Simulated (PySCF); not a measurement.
Basis and Hamiltonian dependence of the ionisation energy of Ba⁺

Ba⁺ [Xe] 6s1 (2S) → Ba²⁺ [Xe] (1S). Calculated with PySCF 2.14 from differences of total energies of unrestricted determinants, without spin-orbit coupling. Values in eV.

| basis | Hamiltonian | functions | UHF | LDA | PBE0 | CCSD(T) (valence and next inner shell) |
| --- | --- | --- | --- | --- | --- | --- |
| def2-TZVP with the def2 core potential (46 electrons) | ECP | 40 | 9.345 | n/a | n/a | n/a |
| def2-TZVPP with the def2 core potential (46 electrons) | ECP | 40 | 9.345 | n/a | n/a | 9.663 |
| def2-TZVPPD with the def2 core potential (46 electrons) | ECP | 40 | 9.345 | 10.245 | 9.967 | 9.663 |
| Sapporo-DKH3-DZP-2012 | spin-free X2C | 41 | 9.367 | n/a | n/a | n/a |
| aug-cc-pVDZ-X2C | spin-free X2C | 54 | 9.364 | 10.245 | 9.961 | n/a |
| def2-QZVPPD with the def2 core potential (46 electrons) | ECP | 60 | 9.337 | 10.250 | 9.952 | 9.823 |
| ANO-RCC-VTZP | spin-free X2C | 72 | 9.324 | 10.210 | 9.922 | 9.777 |
| x2c-TZVPPall | spin-free X2C | 85 | 9.371 | 10.299 | 9.993 | 9.885 |
| x2c-TZVPPall with one added diffuse shell each of s, p, d type | spin-free X2C | 94 | 9.371 | 10.302 | 9.995 | 9.887 |
| aug-cc-pwCVTZ-X2C | spin-free X2C | 109 | 9.368 | 10.318 | 10.002 | 9.921 |
| aug-cc-pVQZ-X2C | spin-free X2C | 118 | 9.370 | 10.311 | 10.002 | n/a |
| aug-cc-pwCVTZ-X2C with one added diffuse shell each of s, p, d, f type | spin-free X2C | 125 | 9.368 | 10.318 | 10.002 | n/a |
| x2c-QZVPPall | spin-free X2C | 139 | 9.368 | n/a | n/a | n/a |

Question: Estimate the row for aug-cc-pVTZ-X2C (spin-free X2C, 84 functions).

Answer: From the rows with the same Hamiltonian and similar size; the calculation gives UHF 9.37; LDA 10.31; PBE0 10.00 (eV).

Frozen in the all-electron rows: valence: [Xe]; valence and next inner shell: [Kr] 4d10; with a core potential, the same shells as far as they lie outside it.

Reference for a calculation without spin-orbit coupling: 10.004 eV (measured, between term centres; NIST).
